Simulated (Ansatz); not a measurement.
`OB(F)N[SiH3]` → `NB(O)F` + `[SiH2]`  (silylene loss)

Gas-phase electronic energies from Ansatz, PBE0-D4/def2-TZVP geometries. CCSD(T)/CBS is the MP2 limit (def2-TZVPP, def2-QZVPP) plus CCSD(T) − MP2 in def2-TZVPP, frozen cores. This one scheme is used for every species. Functionals use def2-TZVPP. Each species was taken in one conformer, which may not be the lowest.

```tsv
level	ΔE (kJ/mol)
revPBE	262.1
MP2/def2-TZVPP	306.5
```

Task: What does CCSD(T)/CBS give? (An estimate is asked.)

Result: Computed: +291.3 kJ/mol. The listed levels differ from it by -29.2, 15.2 kJ/mol.

Task: What do rigid-rotor, harmonic-oscillator terms from PBE0-D4/def2-TZVP frequencies (298.15 K, 1 bar) make of the CCSD(T)/CBS value? (An estimate is asked.)

Result: The calculation gave: ΔZPE = -10.1 kJ/mol, ΔH = +285.6 kJ/mol, ΔS = 151 J/(mol·K), ΔG = +240.5 kJ/mol.

Largest T1 diagnostic among the species: 0.014.

At CCSD(T), def2-SVP lies −13.9 kJ/mol from the extrapolated value and def2-TZVPP −5.8 kJ/mol. Leaving LDA and LC-ωPBE aside and taking each functional with its dispersion term where it has one, the values, not all of them listed here, spread over 36.3 kJ/mol, from BLYP-D4 to r2SCAN0-D4. LDA lies +34.3 kJ/mol from PBE without D4.

CCSD(T)/CBS has its own doubt, a few kJ/mol and more with outer-core shells, so smaller differences from it don't rank the levels.
